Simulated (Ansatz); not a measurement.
`[SH][GeH2][Cl]` + H₂S → `[SH][GeH2][SH]` + HCl at 298.15 K and 1 bar (ligand exchange at a Ge–Cl bond).

Isolated molecules relaxed with PBE0-D4/def2-TZVP in Ansatz; ΔE leaves out vibrations. CBS: MP2 limit from def2 TZ/QZ plus the TZ coupled-cluster correction, frozen cores. This one scheme is used for every species. For Ge outer-core shells are correlated without core-valence functions, which leaves a few kJ/mol of doubt a bond. Scalar relativity is left out up to krypton. Each species was taken in one conformer, which may not be the lowest.

| species | CCSD(T)/CBS energy (Eh) | H − E (kJ/mol) | S (J/(mol·K)) |
| --- | --- | --- | --- |
| `[SH][GeH2][Cl]` | -2935.52817 | 86.7 | 319.0 |
| H₂S | -398.97279 | 49.9 | 205.7 |
| `[SH][GeH2][SH]` | -2874.10944 | 109.7 | 337.7 |
| HCl | -460.38127 | 26.6 | 186.8 |

H − E and S are ideal-gas, rigid-rotor, harmonic terms from PBE0-D4/def2-TZVP, for one conformer and one mirror image of each species. 1 Eh = 2625.50 kJ/mol, R = 8.31446 J/(mol·K).

Task: By hand: ΔE, ΔH, ΔS and ΔG.

Result: ΔE = (-2874.10944) + (-460.38127) − (-2935.52817) − (-398.97279) = 0.01025 Eh = 26.9 kJ/mol. Δ(H − E) = 109.7 + 26.6 − 86.7 − 49.9 = -0.3, so ΔH = 26.6 kJ/mol. ΔS = 337.7 + 186.8 − 319.0 − 205.7 = -0.2 J/(mol·K). ΔG = 26.6 − 298.15 × (-0.2)/1000 = 26.7 kJ/mol.

Task: By hand: the equilibrium constant, and the temperature at which ΔG would vanish if ΔH and ΔS stayed fixed.

Result: log₁₀ K = −ΔG/(RT ln 10) = -4.7. ΔH and −TΔS have one sign here, so there is no such temperature.

The number of gas molecules stays the same, so ΔS is small and ΔH decides. A doubt of 5 kJ/mol in ΔE shifts log₁₀ K by 0.9 here. Other conformers and mirror images would add mixing entropy, several J/(mol·K) or more a flexible species. These are equilibria of isolated gas molecules and say nothing of rates. Largest T1 diagnostic: 0.011 (customary marks: 0.02 for closed shells, 0.045 for open ones).

ΔS is within the doubt of such terms, so its sign, and with it that verdict, could turn.
